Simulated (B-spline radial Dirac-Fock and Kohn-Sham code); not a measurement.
## X-ray form factors of gold in several charge states

The computed values come from a radial finite-basis atomic code: Dirac-Fock orbitals of the configuration average with a finite nucleus.

Configurations: Au⁴⁰⁺ [Kr] 4d3; Au⁴¹⁺ [Kr] 4d2; Au⁴⁶⁺ [Ar] 3d10 4s2 4p3. The first column is f₀ of Au⁴⁰⁺, the others are differences from it.

| s (Å⁻¹) | Au⁴⁰⁺ | Δ Au⁴¹⁺ | Δ Au⁴⁶⁺ |
| --- | --- | --- | --- |
| 0 | 39.000 | -1.000 | -6.000 |
| 0.05 | 38.954 | -0.997 | -5.980 |
| 0.1 | 38.818 | -0.986 | -5.922 |
| 0.15 | 38.593 | -0.969 | -5.826 |
| 0.2 | 38.281 | -0.946 | -5.694 |
| 0.25 | 37.887 | -0.917 | -5.528 |
| 0.3 | 37.415 | -0.882 | -5.331 |
| 0.35 | 36.871 | -0.842 | -5.105 |
| 0.4 | 36.261 | -0.798 | -4.854 |
| 0.45 | 35.591 | -0.751 | -4.583 |
| 0.5 | 34.870 | -0.701 | -4.294 |
| 0.6 | 33.301 | -0.595 | -3.682 |
| 0.7 | 31.616 | -0.487 | -3.051 |
| 0.8 | 29.873 | -0.383 | -2.432 |
| 0.9 | 28.129 | -0.286 | -1.851 |
| 1 | 26.427 | -0.201 | -1.328 |
| 1.1 | 24.804 | -0.129 | -0.879 |
| 1.2 | 23.285 | -0.071 | -0.511 |
| 1.4 | 20.611 | +0.003 | -0.020 |
| 1.6 | 18.422 | +0.030 | +0.187 |
